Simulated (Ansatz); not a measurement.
Ansatz (an electronic-structure program) input (HF/6-31G*):

Ansatz 0.2 input:
```yaml
crystal:
  periodic: [false, false, false]
  atoms:
    - {symbol: C, position_ang: [-2.03486300, 0.04237300, 0.31563000]}
    - {symbol: Si, position_ang: [-0.60133000, -1.03539600, 0.05072100]}
    - {symbol: B, position_ang: [0.86235000, 0.38553800, -0.12279600]}
    - {symbol: O, position_ang: [2.17261800, 0.33137800, -0.59077000]}
    - {symbol: O, position_ang: [0.39833200, 1.57990000, 0.31838800]}
    - {symbol: H, position_ang: [-2.40106000, 0.54849600, -0.58467800]}
    - {symbol: H, position_ang: [-2.87373500, -0.36718100, 0.88315600]}
    - {symbol: H, position_ang: [-0.44530300, -2.08499600, -1.05689500]}
    - {symbol: H, position_ang: [-0.32404200, -1.88621300, 1.26583100]}
    - {symbol: H, position_ang: [2.35843600, -0.56168000, -0.89145200]}
    - {symbol: H, position_ang: [-0.56583800, 1.37495900, 0.57319500]}
basis:
  gaussian:
    orbitals: 6-31G*
hamiltonian:
  xc: {name: HF}
total_charge: -1
relax: {f_tol: 0.003, max_steps: 120}
```

From the output:

```
980 factors; integrals over basis functions are off by at most 5.1e-4 eV
mean field: 0.25 GiB planned
mean field -13733.93893841 eV, -504.7129467885 hartree, gradient 2.3e-5 eV, S^2 0.000000; 0 other end points of the search recorded, 0 dependent functions left out
the calculation of the forces begins
reference -13733.93893841 eV, -504.7129467885 hartree; 24, 24 occupied and 67, 67 virtual orbitals, 980 factors
relax step  12: F+E_penalty+E_count = -13733.93893841 eV  Δ(F+E_penalty+E_count) = -1.519e-5 eV  max|allowed force component| = 7.040e-3 eV/Å  Δτ_max = 0.0034 Å  (25 SCF iters, accepted)
these checks for a lower state are left out or cut short: starts, cluster_reference, orbital_swaps, neighbouring_geometries, increment
integrals: 0.04 GiB planned
980 factors; integrals over basis functions are off by at most 5.1e-4 eV
mean field: 0.25 GiB planned
mean field -13733.93894059 eV, -504.7129468685 hartree, gradient 2.6e-5 eV, S^2 0.000000; 0 other end points of the search recorded, 0 dependent functions left out
the calculation of the forces begins
reference -13733.93894059 eV, -504.7129468685 hartree; 24, 24 occupied and 67, 67 virtual orbitals, 980 factors
relax step  13: F+E_penalty+E_count = -13733.93894059 eV  Δ(F+E_penalty+E_count) = -2.178e-6 eV  max|allowed force component| = 7.626e-3 eV/Å  Δτ_max = 0.0021 Å  (26 SCF iters, accepted)
these checks for a lower state are left out or cut short: starts, cluster_reference, orbital_swaps, neighbouring_geometries, increment
integrals: 0.04 GiB planned
980 factors; integrals over basis functions are off by at most 5.1e-4 eV
mean field: 0.25 GiB planned
mean field evaluation 96: about -13733.9389 eV, gradient 1.3e-4 eV
mean field -13733.93894794 eV, -504.7129471387 hartree, gradient 1.3e-5 eV, S^2 0.000000; 0 other end points of the search recorded, 0 dependent functions left out
the calculation of the forces begins
reference -13733.93894794 eV, -504.7129471387 hartree; 24, 24 occupied and 67, 67 virtual orbitals, 980 factors
relax step  14: F+E_penalty+E_count = -13733.93894794 eV  Δ(F+E_penalty+E_count) = -7.352e-6 eV  max|allowed force component| = 3.583e-3 eV/Å  Δτ_max = 0.0012 Å  (25 SCF iters, accepted)
these checks for a lower state are left out or cut short: starts, cluster_reference, orbital_swaps, neighbouring_geometries, increment
integrals: 0.04 GiB planned
980 factors; integrals over basis functions are off by at most 5.1e-4 eV
mean field: 0.25 GiB planned
mean field -13733.93894843 eV, -504.7129471567 hartree, gradient 2.5e-5 eV, S^2 0.000000; 0 other end points of the search recorded, 0 dependent functions left out
the calculation of the forces begins
reference -13733.93894843 eV, -504.7129471567 hartree; 24, 24 occupied and 67, 67 virtual orbitals, 980 factors
relax step  15: F+E_penalty+E_count = -13733.93894843 eV  Δ(F+E_penalty+E_count) = -4.904e-7 eV  max|allowed force component| = 1.274e-3 eV/Å  Δτ_max = 0.0002 Å  (20 SCF iters, accepted)
integrals: 0.04 GiB planned
980 factors; integrals over basis functions are off by at most 5.1e-4 eV
mean field: 0.25 GiB planned
mean field -13733.93894843 eV, -504.7129471567 hartree, gradient 2.5e-5 eV, S^2 0.000000; 1 other end points of the search recorded, 0 dependent functions left out
the calculation of the forces begins
reference -13733.93894843 eV, -504.7129471567 hartree; 24, 24 occupied and 67, 67 virtual orbitals, 980 factors
Total energy: -13733.93894843 eV, -504.7129471567 hartree
Atom 0 at    -2.106069    -0.036482     0.309291 Å, force    -0.001274     0.000472    -0.000035 eV/Å
Atom 1 at    -0.624140    -1.027952     0.068934 Å, force     0.000257    -0.001246    -0.000656 eV/Å
Atom 2 at     0.852900     0.398585    -0.122127 Å, force     0.000137    -0.000950    -0.000391 eV/Å
Atom 3 at     2.134173     0.290075    -0.621466 Å, force     0.000240     0.000075    -0.000013 eV/Å
Atom 4 at     0.486885     1.622637     0.330723 Å, force    -0.000928     0.000702     0.000363 eV/Å
Atom 5 at    -2.401094     0.591988    -0.532762 Å, force     0.000367    -0.000038     0.000196 eV/Å
Atom 6 at    -2.981833    -0.498585     0.760120 Å, force     0.000360    -0.000030    -0.000010 eV/Å
Atom 7 at    -0.368026    -2.090842    -1.014260 Å, force     0.000019     0.000354     0.000427 eV/Å
Atom 8 at    -0.297658    -1.855431     1.289829 Å, force    -0.000019     0.000221     0.000051 eV/Å
Atom 9 at     2.277148    -0.591137    -0.930258 Å, force     0.000067     0.000113    -0.000018 eV/Å
Atom 10 at    -0.426721     1.524321     0.622305 Å, force     0.000775     0.000325     0.000086 eV/Å
Dipole moment:     0.697124    -0.109737    -0.269849 e Å
```

The dipole moment of an ion depends on the origin.

The geometry given is a B3LYP-D3(BJ)/def2-TZVP minimum.
